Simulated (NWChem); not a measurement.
Program: NWChem. System: H$_{3}$ClSi, charge 0, spin multiplicity 1, at a geometry optimised with PBE/def2-SVP. The structure started from a generated list of species. Level: RHF/def2-TZVP.

The NWChem input:

```
start mol
memory heap 200 mb stack 900 mb global 1100 mb
geometry units angstroms nocenter noautoz
  Si     0.996791     0.027919     0.000000
  Cl    -1.083239    -0.030341     0.000000
  H      1.466817     0.750666     1.228539
  H      1.466817     0.750666    -1.228539
  H      1.526354    -1.376398     0.000000
  symmetry group Cs
end
basis spherical
  * library def2-tzvp
end
scf
  rhf
  nopen 0
  maxiter 100
  thresh 1e-7
  semidirect memsize 60000000 filesize 0
end
task scf energy
```

Part of the output:

```
             Northwest Computational Chemistry Package (NWChem) 7.3.0
             --------------------------------------------------------

                                NWChem Input Module
                                -------------------

 Scaling coordinates for geometry "geometry" by  1.889725989
 (inverse scale =  0.529177249)

 Turning off AUTOSYM since
 SYMMETRY directive was detected!

                             Geometry "geometry" -> ""
                             -------------------------

 Output coordinates in angstroms (scale by  1.889725989 to convert to a.u.)

  No.       Tag          Charge          X              Y              Z
 ---- ---------------- ---------- -------------- -------------- --------------
    1 Si                  14.0000     0.99679100     0.02791900     0.00000000
    2 Cl                  17.0000    -1.08323900    -0.03034100     0.00000000
    3 H                    1.0000     1.46681700     0.75066600     1.22853900
    4 H                    1.0000     1.46681700     0.75066600    -1.22853900
    5 H                    1.0000     1.52635400    -1.37639800     0.00000000

 Effective nuclear repulsion energy (a.u.)      85.1711654497

            Nuclear Dipole moment (a.u.)
            ----------------------------
        X                 Y               Z
 ---------------- ---------------- ----------------
    -0.0000018897     0.0000056692     0.0000000000

      Symmetry information
      --------------------

 Group name             Cs
 Group number              2
 Group order               2
 No. of unique centers     4

      Symmetry unique atoms

     1    2    3    5


 Summary of "ao basis" -> "" (spherical)
 ------------------------------------------------------------------------------
       Tag                 Description            Shells   Functions and Types
 ---------------- ------------------------------  ------  ---------------------
 *                         def2-tzvp                  on all atoms

 Summary of "ao basis" -> "ao basis" (spherical)
 ------------------------------------------------------------------------------
       Tag                 Description            Shells   Functions and Types
 ---------------- ------------------------------  ------  ---------------------
 Si                        def2-tzvp                13       37   5s5p2d1f
 Cl                        def2-tzvp                13       37   5s5p2d1f
 H                         def2-tzvp                 4        6   3s1p

                                 NWChem SCF Module
                                 -----------------

  ao basis        = "ao basis"
  functions       =    92
  atoms           =     5
  closed shells   =    17
  open shells     =     0
  charge          =   0.00
  wavefunction    = RHF
  use symmetry    = T
  symmetry adapt  = T

 Summary of "ao basis" -> "ao basis" (spherical)
 ------------------------------------------------------------------------------
       Tag                 Description            Shells   Functions and Types
 ---------------- ------------------------------  ------  ---------------------
 Si                        def2-tzvp                13       37   5s5p2d1f
 Cl                        def2-tzvp                13       37   5s5p2d1f
 H                         def2-tzvp                 4        6   3s1p

      Symmetry analysis of basis
      --------------------------

        a'         61
        a"         31

 Forming initial guess at       0.0s

      Superposition of Atomic Density Guess
      -------------------------------------

 Sum of atomic energies:        -749.81252671

      Non-variational initial energy
      ------------------------------

 Total energy =    -750.195666
 1-e energy   =   -1206.452158
 2-e energy   =     371.085326
 HOMO         =      -0.390029
 LUMO         =       0.037309

      Symmetry analysis of molecular orbitals - initial
      -------------------------------------------------

  Numbering of irreducible representations:

     1 a'          2 a"

  Orbital symmetries:

     1 a'          2 a'          3 a'          4 a'          5 a'
     6 a"          7 a'          8 a'          9 a"         10 a'
    11 a'         12 a'         13 a'         14 a'         15 a"
    16 a'         17 a"         18 a'         19 a'         20 a"
    21 a'         22 a'         23 a"         24 a'         25 a'
    26 a'         27 a"

 Starting SCF solution at       0.5s

 ----------------------------------------------
         Quadratically convergent ROHF

 Convergence threshold     :          1.000E-07
 Maximum no. of iterations :          100
 Final Fock-matrix accuracy:          1.000E-09
 ----------------------------------------------

              iter       energy          gnorm     gmax       time
             ----- ------------------- --------- --------- --------
                 1     -750.2179818529  5.09D-01  1.40D-01      0.5
                 2     -750.2429170744  2.08D-01  5.42D-02      0.6
                 3     -750.2464055561  7.14D-03  2.03D-03      0.7
                 4     -750.2464110252  3.70D-05  1.20D-05      0.9
                 5     -750.2464110254  5.42D-09  1.95D-09      1.2

       Final RHF  results
       ------------------

         Total SCF energy =   -750.246411025401
      One-electron energy =  -1207.653066929676
      Two-electron energy =    372.235490454573
 Nuclear repulsion energy =     85.171165449703

        Time for solution =      0.7s

       Symmetry analysis of molecular orbitals - final
       -----------------------------------------------

  Numbering of irreducible representations:

     1 a'          2 a"

  Orbital symmetries:

     1 a'          2 a'          3 a'          4 a'          5 a"
     6 a'          7 a'          8 a'          9 a'         10 a"
    11 a'         12 a'         13 a'         14 a'         15 a"
    16 a'         17 a"         18 a'         19 a"         20 a'
    21 a'         22 a'         23 a"         24 a'         25 a'
    26 a"         27 a'

             Final eigenvalues
             -----------------

              1
    1 -104.8283
    2  -68.8262
    3  -10.5576
    4   -8.0242
    5   -8.0233
    6   -8.0233
    7   -6.1710
    8   -4.2779
    9   -4.2770
   10   -4.2770
   11   -1.0953
   12   -0.7269
   13   -0.5276
   14   -0.5256
   15   -0.5256
   16   -0.4522
   17   -0.4522
   18    0.1098
   19    0.1532
   20    0.1532
   21    0.1597
   22    0.2638
   23    0.2638
   24    0.3034
   25    0.3199
   26    0.3342
   27    0.3342

                       ROHF Final Molecular Orbital Analysis
                       -------------------------------------

 Vector   15  Occ=2.000000D+00  E=-5.255529D-01  Symmetry=a"
              MO Center=  5.8D-01,  3.5D-01,  1.0D-10, r^2= 2.9D+00
   Bfn.  Coefficient  Atom+Function         Bfn.  Coefficient  Atom+Function
  ----- ------------  ---------------      ----- ------------  ---------------
    54      0.290462  2 Cl pz                17      0.276676  1 Si pz
    76      0.184345  3 H  s                 82     -0.184345  4 H  s
    57      0.166234  2 Cl pz

 Vector   16  Occ=2.000000D+00  E=-4.521725D-01  Symmetry=a'
              MO Center= -2.3D-01, -1.8D-01, -1.5D-11, r^2= 3.0D+00
   Bfn.  Coefficient  Atom+Function         Bfn.  Coefficient  Atom+Function
  ----- ------------  ---------------      ----- ------------  ---------------
    53      0.455159  2 Cl py                56      0.308374  2 Cl py
    50      0.210788  2 Cl py                44     -0.166017  2 Cl py
    88      0.162737  5 H  s                 16     -0.158730  1 Si py

 Vector   17  Occ=2.000000D+00  E=-4.521717D-01  Symmetry=a"
              MO Center= -2.4D-01,  1.7D-01,  1.5D-11, r^2= 3.0D+00
   Bfn.  Coefficient  Atom+Function         Bfn.  Coefficient  Atom+Function
  ----- ------------  ---------------      ----- ------------  ---------------
    54      0.455330  2 Cl pz                57      0.308491  2 Cl pz
    51      0.210867  2 Cl pz                45     -0.166080  2 Cl pz
    17     -0.158798  1 Si pz

 Vector   18  Occ=0.000000D+00  E= 1.097856D-01  Symmetry=a'
              MO Center=  1.1D+00,  3.1D-02,  3.3D-14, r^2= 5.4D+00
   Bfn.  Coefficient  Atom+Function         Bfn.  Coefficient  Atom+Function
  ----- ------------  ---------------      ----- ------------  ---------------
    18      1.327187  1 Si px                42      0.818341  2 Cl s
    55      0.430491  2 Cl px                77     -0.259260  3 H  s
    83     -0.259260  4 H  s                 89     -0.259321  5 H  s

 Vector   19  Occ=0.000000D+00  E= 1.532146D-01  Symmetry=a"
              MO Center=  9.4D-01, -5.4D-01,  5.9D-10, r^2= 5.0D+00
   Bfn.  Coefficient  Atom+Function         Bfn.  Coefficient  Atom+Function
  ----- ------------  ---------------      ----- ------------  ---------------
    20      2.034049  1 Si pz                77     -1.415241  3 H  s
    83      1.415241  4 H  s                 57     -0.391102  2 Cl pz

 Vector   20  Occ=0.000000D+00  E= 1.532160D-01  Symmetry=a'
              MO Center=  9.1D-01,  6.0D-01, -5.9D-10, r^2= 5.0D+00
   Bfn.  Coefficient  Atom+Function         Bfn.  Coefficient  Atom+Function
  ----- ------------  ---------------      ----- ------------  ---------------
    19      2.033318  1 Si py                89      1.634114  5 H  s
    77     -0.817228  3 H  s                 83     -0.817228  4 H  s
    56     -0.390951  2 Cl py

 center of mass
 --------------
 x =  -0.15748131 y =  -0.00441114 z =   0.00000000

 moments of inertia (a.u.)
 ------------------
          21.929868081741          -7.203392345849           0.000000000000
          -7.203392345849         278.897272660573           0.000000000000
           0.000000000000           0.000000000000         279.099094066808

  Mulliken analysis of the total density
  --------------------------------------

    Atom       Charge   Shell Charges
 -----------   ------   -------------------------------------------------------
    1 Si  14    13.57   2.00  0.58  1.39  0.83  0.35  4.12  1.73  0.51  1.35  0.27  0.15  0.23  0.04
    2 Cl  17    17.33   2.01  0.45  1.52  1.08  0.87  4.18  1.69  1.07  2.90  1.53  0.01  0.03  0.00
    3 H    1     1.03   0.24  0.56  0.23  0.01
    4 H    1     1.03   0.24  0.56  0.23  0.01
    5 H    1     1.03   0.24  0.56  0.23  0.01

       Multipole analysis of the density wrt the origin
       ------------------------------------------------

     L   x y z        total         open         nuclear
     -   - - -        -----         ----         -------
     0   0 0 0     -0.000000      0.000000     34.000000

     1   1 0 0      0.576766      0.000000     -0.000002
     1   0 1 0      0.016146      0.000000      0.000006
     1   0 0 1     -0.000000      0.000000      0.000000

     2   2 0 0    -20.516435      0.000000    144.596206
     2   1 1 0      0.013539      0.000000      3.748374
     2   1 0 1     -0.000000      0.000000      0.000000
     2   0 2 0    -21.000657      0.000000     10.884721
     2   0 1 1      0.000000      0.000000      0.000000
     2   0 0 2    -21.001052      0.000000     10.779672

 Task  times  cpu:        1.2s     wall:        1.2s

 Total times  cpu:        1.2s     wall:        1.2s
```
